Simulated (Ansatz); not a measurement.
`[SiH3][NH][AlH][SiH2]Cl` + H₂ → `[AlH2][NH][SiH3]` + `[SiH3]Cl`  (hydrogenolysis of the Al–Si bond)

Isolated molecules relaxed with PBE0-D4/def2-TZVP in Ansatz; ΔE leaves out vibrations. CCSD(T)/CBS adds triple-zeta CCSD(T) − MP2 to the extrapolated MP2 energy (def2 sets, frozen cores). This one scheme is used for every species. Functionals use def2-TZVPP. B3LYP here is the variant with VWN-RPA as its local correlation; programs differ in this. One conformer a species, not always the lowest.

CCSD(T)/CBS gives -0.15 eV.

Task: Another level gave -0.18 eV. Which?
A. PBE/def2-TZVPP
B. B3LYP/def2-TZVPP
C. r2SCAN0/def2-TZVPP
D. CAM-B3LYP-D4/def2-TZVPP

Result: C. r2SCAN0 -0.18, CAM-B3LYP-D4 -0.23, PBE -0.08, B3LYP -0.29 eV.

Task: What do rigid-rotor, harmonic-oscillator terms from PBE0-D4/def2-TZVP frequencies (298.15 K, 1 bar) make of the CCSD(T)/CBS value? (An estimate is asked.)

Result: The calculation gave: ΔZPE = +0.09 eV, ΔH = -0.12 eV, ΔS = 23 J/(mol·K), ΔG = -0.19 eV. Modes under 50 cm⁻¹ make the entropy rough.

Largest T1 diagnostic among the species: 0.012.

From PBE to PBE0 (25 % exact exchange), in def2-TZVPP and without D4, ΔE moves by −0.06 eV. At CCSD(T), def2-SVP lies −0.13 eV from the extrapolated value and def2-TZVPP −0.03 eV.
